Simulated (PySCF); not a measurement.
GaH₂, SMILES [GaH2+], charge +1.

Geometry: B3LYP-D3(BJ)/def2-TZVPD. The multiplicity is an assumed one; other spin states were not compared. The isomer is the one that the SMILES or the coordinates give; other isomers of the formula were not compared.

Two levels are set side by side: PBE/def2-TZVPD (PySCF) and B3LYP/def2-TZVPD (PySCF). Same geometry, gas phase. Differences are taken from unrounded values.

```csv
quantity,B3LYP,PBE,PBE minus B3LYP
orbital gap (eV),7.77,6.16,-1.61
highest occupied level (eV),-16.45,-15.40,1.05
lowest empty level (eV),-8.68,-9.23,-0.56
mean polarisability (bohr³),19.9,20.2,0.3
```

PBE's occupied levels lie high since its potential decays too fast outside the molecule; exact exchange lowers them and widens the gap. Differences between two approximate levels are no errors against the true value.

Rough cost on one machine, each run with all the roots and properties that it gave: B3LYP against PBE within a factor of 2.
